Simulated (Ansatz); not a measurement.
**Worked example: Si(CH3)2(OH)(SiH3) + C3H7FO → Si(CH3)(OH)2(SiH3) + C4H9F**

Species: Si(CH3)2(OH)(SiH3), singlet; C3H7FO `CC(O)CF`, singlet; Si(CH3)(OH)2(SiH3), singlet; C4H9F `CC(C)CF`, singlet. The partners trade CH3 for OH: Si–CH3 and C–OH bonds give way to Si–OH and C–CH3.

Shapes, held fixed at every level: PBE0-D4/def2-TZVP. Flexible molecules stand in one conformer, not always the lowest. Programs: Ansatz 0.2.0. Electronic energies: no zero-point or thermal term.

At CCSD(T)/CBS estimate; 1 Eh = 2625.50 kJ/mol:

```
           species  energy (Eh)
Si(CH3)2(OH)(SiH3)  -735.526512
            C3H7FO  -293.330574
Si(CH3)(OH)2(SiH3)  -771.483899
             C4H9F  -257.425196
```

Problem. Work out ΔE of the reaction at this level.

Solution. 
1. Products less reactants: (-771.483899) + (-257.425196) − [(-735.526512) + (-293.330574)] = -0.052009 Eh = -136.5 kJ/mol.

Other levels give -141.1 (HF/def2-TZVPP) to -125.5 kJ/mol (PBE0-D4/def2-TZVPP). No measured value is set beside it here. The CBS estimate extrapolates MP2 from def2-TZVPP and def2-QZVPP and adds CCSD(T) − MP2 in the triple-zeta set, cores frozen.
